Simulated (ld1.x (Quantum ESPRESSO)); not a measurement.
# Which change was made? (B, TM)

boron (B), norm-conserving Troullier–Martins (Kleinman–Bylander form), made with ld1.x (Quantum ESPRESSO) 7.5 (PBEsol, non-relativistic). Core [He], reference 2s1 2p0 (charge +2). Waves: 2p (bound, empty): rc 3.30 bohr; 3d channel at 0.4 Ry: rc 3.35 bohr; 2s (bound): rc 1.35 bohr. Local part: the s channel. Core correction: none.

Cutoffs, loose and tight: the cutoffs (Ry, on a coarse ladder) from which the occupation-weighted sum of valence levels, in a spherical-Bessel basis at the reference potential, stays within 10 and 1 mRy of its value at 400 Ry. They do not see the model core or the augmentation charge, which bear on the density cutoff. Test errors are all-electron minus pseudo excitation energies from the reference, over the configurations 2s2 2p1; 2s2 2p0; 2s2 2p0.5; 2s0 2p3; 2s1 2p1; 2s2 2p1.3; 2s1 2p2; variants that change the core or the reference have their own tests. The largest error is taken over the tests solved by every variant that gives reliable tests at all, those not shown here included: 2s1 2p1; 2s2 2p0; 2s2 2p0.5.

The base gives: outcome: generated; cutoff, loose: 21 Ry; cutoff, tight: 50 Ry; bound ghosts: none; largest test error (meV): +294.

Task: After one change the result is: outcome: generated; cutoff, loose: 21 Ry; cutoff, tight: 50 Ry; bound ghosts: none; largest test error (meV): +210. Which change was it?
A. all radii scaled by about 0.73 (s 1.00, p 2.42, d 2.46 bohr)
B. all radii scaled by about 1.33 (s 1.80, p 4.38, d 4.44 bohr)
C. all radii scaled by about 1.15 (s 1.56, p 3.80, d 3.86 bohr)
D. all radii scaled by about 1.03 (s 1.40, p 3.40, d 3.46 bohr)
E. all radii scaled by about 0.89 (s 1.20, p 2.92, d 2.96 bohr)

Result: E. The others give: all radii scaled by about 0.73 (s 1.00, p 2.42, d 2.46 bohr) → outcome: generated; cutoff, loose: 50 Ry; cutoff, tight: 120 Ry; bound ghosts: none; largest test error (meV): +142 | all radii scaled by about 1.33 (s 1.80, p 4.38, d 4.44 bohr) → outcome: generated; cutoff, loose: 15 Ry; cutoff, tight: 35 Ry; bound ghosts: d; largest test error (meV): +643 | all radii scaled by about 1.15 (s 1.56, p 3.80, d 3.86 bohr) → outcome: generated; cutoff, loose: 18 Ry; cutoff, tight: 45 Ry; bound ghosts: d; largest test error (meV): +455 | all radii scaled by about 1.03 (s 1.40, p 3.40, d 3.46 bohr) → outcome: generated; cutoff, loose: 18 Ry; cutoff, tight: 50 Ry; bound ghosts: none; largest test error (meV): +316.
